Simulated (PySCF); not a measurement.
CH8GeSi, SMILES [GeH3][SiH2]C. Atoms are numbered in the order given.

```xyz
11

Si     0.6627    -1.1492     0.0000
C     -0.7968    -2.3505     0.0000
Ge    -0.1048     1.1186     0.0000
H      1.5154    -1.3680     1.2078
H      1.5154    -1.3680    -1.2078
H     -0.4449    -3.3945     0.0000
H     -1.4258    -2.2002    -0.8915
H     -1.4258    -2.2002     0.8915
H      1.0693     2.1218     0.0000
H     -0.9730     1.4038    -1.2469
H     -0.9730     1.4038     1.2469
```
Charge 0, spin multiplicity 1.

Geometry: B3LYP-D3(BJ)/def2-SVP. This is a generated structure with no PubChem entry under its InChIKey; it may be hypothetical.

These are TDA-B3LYP/def2-SVPD in PySCF values and carry that method's errors.

Vertical excitations. The molecule is in vacuum. State labels are in the subgroup Cs.

Problem. Estimate the UV-visible absorptions. (An estimate is asked for; the answer gives what the named calculation found.)

Solution. 
| state | symmetry | energy (eV) | λ (nm) | f | main pairs |
|---|---|---|---|---|---|
| S1 | A' | 6.85 | 181 | 0.022 | HOMO→LUMO 86 % |
| S2 | A' | 7.05 | 176 | 0.161 | HOMO→LUMO+1 77 % |
| S3 | A" | 7.41 | 167 | 0.026 | HOMO→LUMO+2 91 % |
| S4 | A' | 7.55 | 164 | 0.278 | HOMO→LUMO+3 78 % |
| S5 | A' | 7.81 | 159 | 0.026 | HOMO→LUMO+4 94 % |
| S6 | A' | 7.99 | 155 | 0.110 | HOMO−1→LUMO 56 %, HOMO−1→LUMO+1 24 %, HOMO→LUMO+5 10 % |
| S7 | A" | 7.99 | 155 | 0.004 | HOMO−2→LUMO 93 % |
| S8 | A' | 8.09 | 153 | 0.107 | HOMO−1→LUMO+1 71 %, HOMO−1→LUMO 23 % |
| S9 | A" | 8.12 | 153 | 0.052 | HOMO−2→LUMO+1 87 % |
| S10 | A" | 8.24 | 150 | 0.001 | HOMO→LUMO+6 89 % |
| T1 | A' | 6.26 | 198 | 0 | HOMO→LUMO 78 %, HOMO→LUMO+1 14 % |
| T2 | A' | 6.48 | 191 | 0 | HOMO→LUMO+1 75 % |
| T3 | A" | 6.55 | 189 | 0 | HOMO→LUMO+2 95 % |
| T4 | A' | 6.92 | 179 | 0 | HOMO→LUMO+3 82 % |
Triplets are in the Tamm–Dancoff approximation.
